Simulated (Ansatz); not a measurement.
Cost and result for the atomization energy of H$_{2}$S$_{2}$Sn, SMILES `[SH][Sn][SH]` (5 atoms, 4 bonds).

Charge 0, multiplicity 1. Correlated methods include outer-core shells of Sn, which these sets cover unevenly. Sn takes the def2 core potential. The structure was optimised at the PBE0-D4/def2-TZVP level. It is one conformer, not always the lowest. Program: Ansatz. All runs use 4 threads of an Intel Xeon 6975P-C on a shared host. Times are those of one run each, without the atoms' runs, and a repeat can differ threefold. Electronic energies, without spin–orbit coupling; frozen cores. CCSD(T)/CBS adds CCSD(T) − MP2 in def2-TZVPP to the MP2 limit, and its time is that of the two runs behind it. T1 = 0.016. With those shells the extrapolation isn't a true limit. HSE06 is the plane-wave form, built on full-range PBE exchange.

CCSD(T)/CBS is a level of theory with its own doubt, some kJ/mol a heavy atom from the limit and from the frozen cores, so smaller differences don't rank the functionals.

```json
{"level": "BLYP-D4/def2-TZVPP", "functions": "162", "wall time": "0.6 s"}
{"level": "PBE-D4/def2-TZVPP (with forces)", "functions": "162", "wall time": "0.75 s"}
{"level": "PBE0-D4/def2-TZVPP", "functions": "162", "wall time": "0.85 s"}
{"level": "HSE06-D4/def2-TZVPP", "functions": "162", "wall time": "0.95 s"}
{"level": "CCSD(T)/def2-SVP", "functions": "72", "wall time": "0.95 s"}
{"level": "r2SCAN-D4/def2-TZVPP (with forces)", "functions": "162", "wall time": "1.5 s"}
{"level": "B2PLYP/def2-TZVPP", "functions": "162", "wall time": "1.8 s"}
{"level": "PBE-QIDH/def2-TZVPP", "functions": "162", "wall time": "1.8 s"}
{"level": "B97M-V/def2-TZVPP", "functions": "162", "wall time": "2 s"}
{"level": "ωB97M-V/def2-TZVPP (with forces)", "functions": "162", "wall time": "3 s"}
{"level": "MP2/def2-QZVPP", "functions": "282", "wall time": "4.1 s"}
{"level": "CCSD(T)/def2-TZVPP", "functions": "162", "wall time": "9.5 s"}
{"level": "CCSD(T)/CBS(def2)", "functions": "–", "wall time": "14 s"}
```

Task: What atomization energy does each give, and how far from CCSD(T)/CBS? (An estimate is asked.)

Result: Ansatz gave: 
```
                             level  atomization (kJ/mol)  difference from CCSD(T)/CBS  per bond
                BLYP-D4/def2-TZVPP                1361.6                         -3.5      -0.9
   PBE-D4/def2-TZVPP (with forces)                1388.6                         23.5       5.9
                PBE0-D4/def2-TZVPP                1348.4                        -16.7      -4.2
               HSE06-D4/def2-TZVPP                1349.4                        -15.7      -3.9
                  CCSD(T)/def2-SVP                1192.8                       -172.3     -43.1
r2SCAN-D4/def2-TZVPP (with forces)                1364.2                         -0.9      -0.2
                 B2PLYP/def2-TZVPP                1321.5                        -43.6     -10.9
               PBE-QIDH/def2-TZVPP                1323.7                        -41.4     -10.3
                 B97M-V/def2-TZVPP                1393.5                         28.4       7.1
  ωB97M-V/def2-TZVPP (with forces)                1358.4                         -6.7      -1.7
                    MP2/def2-QZVPP                1349.0                        -16.1      -4.0
                CCSD(T)/def2-TZVPP                1298.8                        -66.3     -16.6
                 CCSD(T)/CBS(def2)                1365.1                          0.0       0.0
```

At CCSD(T), def2-SVP lies −172.3 kJ/mol from the extrapolated value and def2-TZVPP −66.3 kJ/mol: correlation converges slowly with the basis, and small sets miss more of it in the bonded molecule than in its fragments. Leaving LDA and LC-ωPBE aside and taking each functional with its dispersion term where it has one, the values, not all of them listed here, spread over 94.3 kJ/mol, from BHLYP-D4 to B97M-V. LDA lies +212.4 kJ/mol from PBE without D4, its usual overbinding. In def2-TZVPP, CCSD(T) changes the Hartree–Fock value by +421.8 kJ/mol (the triples alone add +36.5 kJ/mol) and MP2 by +432.8 kJ/mol; breaking electron pairs costs correlation energy, which Hartree–Fock lacks.

Spin–orbit coupling would lower the free Sn atoms strongly, and the atomization energy with them, by more than many differences here. For some Ge, Se and Sn compounds the MP2-based and the directly extrapolated limit differ by 10 to 25 kJ/mol.
